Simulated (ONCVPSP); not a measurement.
**Configuration tests for Ta (ONCV)**

```json
{
  "Element": "Ta",
  "Generator": "ONCVPSP 4.0.1",
  "Type": "optimised norm-conserving Vanderbilt (ONCV)",
  "Functional": "PBE",
  "Relativity": "scalar-relativistic",
  "Frozen core": "[Kr] 4d10",
  "Valence charge": "27",
  "Reference configuration": "4f14 5s2 5p6 5d3 6s1 6p1",
  "Partial waves": "5s+6s: rc 1.40 bohr, ncon 3, nbas 7, qcut 7.6 1/bohr, 3 projectors, debl 0.4 Ha; 5p+6p: rc 2.45 bohr, ncon 4, nbas 7, qcut 5.3 1/bohr, 2 projectors; 5d: rc 2.25 bohr, ncon 4, nbas 8, qcut 7.5 1/bohr, 2 projectors, debl 3.7 Ha; 4f: rc 0.70 bohr, ncon 5, nbas 10, qcut 17 1/bohr, 2 projectors, debl 3.3 Ha",
  "Local potential": "polynomial inside 0.65 bohr (lpopt 5, dvloc0 0 Ha)",
  "Core correction": "Teter function, fcfact 5, rcfact 1.7"
}
```

Energies are relative to the spin-unpolarised reference configuration 4f14 5s2 5p6 5d3 6s1 6p1; without spin polarisation the order of configurations can differ from experiment.

```csv
valence configuration,charge,ΔE all-electron (eV),error AE − PS (meV)
4f14 5s2 5p6 5d3 6s2 6p0,0,-4.179,+0.6
4f14 5s2 5p6 5d3 6s1 6p0,+1,4.289,-2.1
4f14 5s2 5p6 5d3 6s0 6p0,+2,19.261,-9.3
4f13 5s2 5p6 5d4 6s1 6p0,+1,29.375,-214
```

Note: ghosts flagged at negative energy: s at -761.5 eV, p at -166.4 eV; GHOST(+) flagged for d at 169.4 eV. A true bound ghost makes a file unfit for plane-wave use.
